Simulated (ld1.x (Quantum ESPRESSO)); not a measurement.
**Configuration tests for Bi (Z = 83) (TM)**

bismuth (Bi), norm-conserving Troullier–Martins (Kleinman–Bylander form), made with ld1.x (Quantum ESPRESSO) 7.5 (PBE, fully relativistic). Core [Xe] 4f14, reference 5d10 6s2 6p0 (charge +3). Waves: 6p (bound, empty): rc 2.05 bohr; 5d (bound): rc 1.55 bohr; 5f channel at 0.3 Ry: rc 2.25 bohr; 6s (bound): rc 1.65 bohr. Local part: the s channel. Core correction: Bessel-smoothed model core inside 1.45 bohr.

Open shells are filled in proportion to 2j + 1 (rel_dist='average').

Energies are relative to the spin-unpolarised reference configuration 5d10 6s2 6p0; without spin polarisation the order of configurations can differ from experiment.

| valence configuration | charge | ΔE all-electron (eV) | error AE − PS (meV) |
| --- | --- | --- | --- |
| 5d10 6s2 6p3 | 0 | -47.046 | +12 |
| 5d10 6s2 6p2 | +1 | -38.987 | +3.5 |
| 5d10 6s1 6p0 | +4 | 45.392 | -9.5 |
| 5d10 6s2 6p3.3 | -0.3 | -48.182 | +14 |
| 5d9 6s2 6p4 | 0 | -23.142 | -401 |

Problem. What are ΔE and the potential's error for 5d10 6s2 6p1?

Solution. ΔE = -23.562 eV all-electron; the error (AE − PS) is -0.3 meV.

Problem. What are ΔE and the potential's error for 5d10 6s0 6p5?

Solution. ΔE = -27.010 eV all-electron; the error (AE − PS) is -29 meV.
